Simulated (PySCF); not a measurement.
**Spinor energies of P⁻ (phosphorus, charge -1)**

Start: [Ne] 3s2 3p4; 3p1/2 filled at m_j = -1/2, +1/2; 3p3/2 filled at m_j = +1/2, +3/2. Calculated with PySCF 2.14 in x2c-TZVPall-2c with one added diffuse shell each of s, p type (6s7p2d1f, 44 functions): generalised Hartree-Fock with the X2C-1e Hamiltonian and a Gaussian nucleus; one run each with spin-orbit coupling (SO) switched off, then screened by Boettger's factors.

| spinor shell | electrons | ε, spin-free (eV) | ε, screened SO (eV) | weight of nominal j (screened SO) | rms radius, screened SO (bohr) |
| --- | --- | --- | --- | --- | --- |
| 1s1/2 | 2 | -2174.6 | -2174.6 | 1.000 | 0.120 |
| 2s1/2 | 2 | -197.91 | -197.90 | 1.000 | 0.560 |
| 2p1/2 | 2 | -139.51 | -140.31 | 0.924 | 0.538 |
| 3s1/2 | 2 | -12.071 | -12.062 | 0.999 | 2.17 |
| 3p3/2 | 2 | -2.259 | -3.000 | 0.831 | 2.86 |
| 3p1/2 | 2 | -2.259 | -1.509 | 0.673 | 3.28 |

Question: Where does 2p3/2 lie, and what is the 2p spin-orbit splitting (screened SO)?

Answer: At -139.09 eV, 1.220 eV above 2p1/2.

```
   quantity   spin-free  screened SO
E (hartree)  -341.50995   -341.51079
        M_J           2            2
       ⟨J²⟩       6.054        6.054
       ⟨L²⟩       2.011        2.013
       ⟨S²⟩       2.043        2.040
```

Each row is a mean over spinors that exchange with the open shell spreads, by up to 5.020 eV (3s1/2).

Rows whose weight is well below 1 are mixtures of j = l ± 1/2: exchange outweighs spin-orbit coupling there, and the label is only the starting occupation.

⟨J²⟩ departs a little from M_J(M_J + 1) because the unrestricted spinors polarise the closed shells.

Without spin-orbit coupling the j labels of p, d and f shells carry no meaning; the spin-free column gives the mean over the occupied spinors of each nl shell.
